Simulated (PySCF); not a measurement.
NMR data simulated for an unnamed compound:

1H NMR (400 MHz, computed): δ 6.51 (m, 1H), 5.15 (m, 2H), 4.78 (s, 3H), 4.47 (m, 1H), 3.76 (d, 2H), 1.32 (br s, 2H).

13C{1H} NMR (computed): δ 140.4 (CH), 101.7 (CH), 43.2 (CH2).

- GIAO PBE0/pcSseg-1 shieldings
- GFN2-xTB structure
- code: PySCF 2.14.0 with density-fitted response routines
- single conformer, no relativistic terms, no solvent, equivalent nuclei averaged

Chemical shifts δ = σref − σ; 1H (31.72 ppm), 13C (186.93 ppm) against TMS, all at this level.

Task: Which of these does the molecule contain: an ester, an S-methyl group, a Si–H bond, a non-aromatic C=C double bond, a ketone, an NH or NH2 group?

Result: 
- An ester: no.
- An S-methyl group: no.
- A Si–H bond: yes (δH 4.78 (s)).
- A non-aromatic C=C double bond: yes.
- A ketone: no.
- An NH or NH2 group: yes (δH 1.32 (br s)).

The data belong to SMILES C(/CN)=C/N([SiH3])[SiH2]F, C₃H₁₁FN₂Si₂; they needn't prove each group on their own.

Carbon signals by region: 2 in the sp2 and nitrile region (100–160 ppm), 1 below 50 ppm.

OH and NH positions are those of a molecule without intermolecular hydrogen bonds; in solution they move with solvent, concentration and temperature, and exchange usually removes their couplings. Splittings by 19F in the carbon and heteronuclear signals aren't shown, as no couplings were computed. Shifts are as computed. Against solution values, carbons near 30 ppm lie about +3 ppm off and those near 130 ppm about +5 ppm. Of 1211 compounds with measured shifts, 218 miss one by over three times the rms of a fit or turn the order of signals round; such compounds aren't used in these exercises. Multiplicities follow the n + 1 count of equivalent neighbours, as no J values were calculated; m marks all less simple cases, F and P coupling included.
